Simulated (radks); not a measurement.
Problem. Species: Ar. Configuration: [Ar]. Calculated with a radial shooting solver on a logarithmic mesh with Libxc functionals: non-relativistic Kohn-Sham, PBE, spin-polarised, spherical densities, point nucleus. Some entries of the table are withheld. Estimate them.

orbital  occ.  eigenvalue (Ry)  r(max) (bohr)
1s          2        -228.3293            (1)
2s          2              (2)         0.3406
2p          6        -16.88746         0.2817
3s          2              (3)            (4)
3p          6         -0.75602          1.293

Solution. 
(1) 1s r(max) (bohr): 0.05653
(2) 2s eigenvalue (Ry): -21.66195
(3) 3s eigenvalue (Ry): -1.76844
(4) 3s r(max) (bohr): 1.181
